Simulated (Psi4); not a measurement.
Pair of molecules: CO (SMILES [C-]#[O+]) (first 2 atoms) with C3H8 (SMILES CCC); geometry from B3LYP-D3(BJ)/def2-TZVP, rigid monomers moved along the line of their centres of mass till C1···H7 is 4.10 Å.
(charge 0, multiplicity 1):
```json
[
 {"atom": "C", "x (Å)": "-1.4658", "y (Å)": "-0.1533", "z (Å)": "0.9016"},
 {"atom": "O", "x (Å)": "-0.4528", "y (Å)": "-0.3519", "z (Å)": "0.4545"},
 {"atom": "C", "x (Å)": "0.4326", "y (Å)": "1.4436", "z (Å)": "5.1518"},
 {"atom": "C", "x (Å)": "1.0682", "y (Å)": "0.0588", "z (Å)": "5.0627"},
 {"atom": "C", "x (Å)": "0.1115", "y (Å)": "-1.0565", "z (Å)": "5.4753"},
 {"atom": "H", "x (Å)": "1.1301", "y (Å)": "2.2263", "z (Å)": "4.8476"},
 {"atom": "H", "x (Å)": "-0.4494", "y (Å)": "1.5139", "z (Å)": "4.5102"},
 {"atom": "H", "x (Å)": "0.1103", "y (Å)": "1.6615", "z (Å)": "6.1731"},
 {"atom": "H", "x (Å)": "1.9599", "y (Å)": "0.0262", "z (Å)": "5.6957"},
 {"atom": "H", "x (Å)": "1.4170", "y (Å)": "-0.1182", "z (Å)": "4.0412"},
 {"atom": "H", "x (Å)": "0.5822", "y (Å)": "-2.0385", "z (Å)": "5.3992"},
 {"atom": "H", "x (Å)": "-0.2216", "y (Å)": "-0.9246", "z (Å)": "6.5078"},
 {"atom": "H", "x (Å)": "-0.7806", "y (Å)": "-1.0636", "z (Å)": "4.8439"}
]
```

Computed with SAPT0/jun-cc-pV(D+d)Z (Psi4).

Give the four SAPT terms and the total, and say what mostly holds the pair together.

electrostatics -0.01, exchange 0.03, induction 0.00, dispersion -0.23, total -0.22 kcal/mol; the largest attraction is dispersion.
